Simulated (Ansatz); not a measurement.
Abridged output of a molecular run in Ansatz:

```
Functional definition: HF
1797 factors; integrals over basis functions are off by at most 1.1e-3 eV
mean field evaluation 1: about -27465.7612 eV, gradient 3.7e1 eV
mean field evaluation 2: about -27466.0384 eV, gradient 3.7e1 eV
mean field evaluation 4: about -27469.8749 eV, gradient 4.4e0 eV
mean field evaluation 8: about -27469.9658 eV, gradient 2.7e-1 eV
mean field -27469.96626009 eV, -1009.5026402463 hartree, gradient 2.9e-6 eV, S^2 0.000000; 0 other end points of the search recorded, 0 dependent functions left out
17 core orbitals not correlated: weight in the atoms' cores, before any rotation towards them, 1.000 or more for the frozen orbitals, at most 0.000 for the correlated occupied ones
reference -27469.96626009 eV, -1009.5026402463 hartree; 16, 16 occupied and 281, 281 virtual orbitals, 1797 factors
second order -21.83567086 eV of doubles, -0.00000000 eV of singles
cycle   1  -23.04721863 eV  change    -1.2e0 eV  update   1.1e-1
cycle   2  -23.67952968 eV  change   -6.3e-1 eV  update   3.5e-2
cycle   3  -23.80596060 eV  change   -1.3e-1 eV  update   1.8e-2
cycle   4  -23.79688623 eV  change    9.1e-3 eV  update   4.3e-3
cycle   5  -23.79414351 eV  change    2.7e-3 eV  update   1.7e-3
cycle   6  -23.79424748 eV  change   -1.0e-4 eV  update   5.0e-4
cycle   7  -23.79399309 eV  change    2.5e-4 eV  update   1.7e-4
cycle   8  -23.79395498 eV  change    3.8e-5 eV  update   4.9e-5
cycle   9  -23.79397970 eV  change   -2.5e-5 eV  update   2.0e-5
perturbative correction -0.80256100 eV, -0.0294935726 hartree
Total energy: -27494.56280079 eV, -1010.4065464449 hartree
```

Its atoms:

Z-matrix (Å, degrees):
```
C
Si 1 1.875
H 1 1.092 2 110.8
H 1 1.092 2 110.5 3 -119.8
H 1 1.092 2 110.7 3 120.2
Si 2 2.346 1 112.2 3 60.2
H 2 1.492 1 110.9 3 -58.7
H 2 1.490 1 110.6 3 -178.0
Si 6 2.345 2 112.6 1 175.9
F 6 1.617 2 109.3 1 54.3
H 6 1.492 2 109.8 1 -62.5
H 9 1.487 6 110.6 2 -58.5
H 9 1.488 6 111.6 2 180.0
H 9 1.489 6 108.0 2 60.3
```

(1) Which basis set was used?
A. def2-TZVPP
B. def2-SVP
C. def2-QZVPP
D. def2-TZVPPD

(2) Write the keys of the input that set method, charge and spin (a neutral closed shell needs none for the last two).

Answers

(1) A. It gives 314 functions.

(2) 
```yaml
correlation: {method: ccsd_t}
```
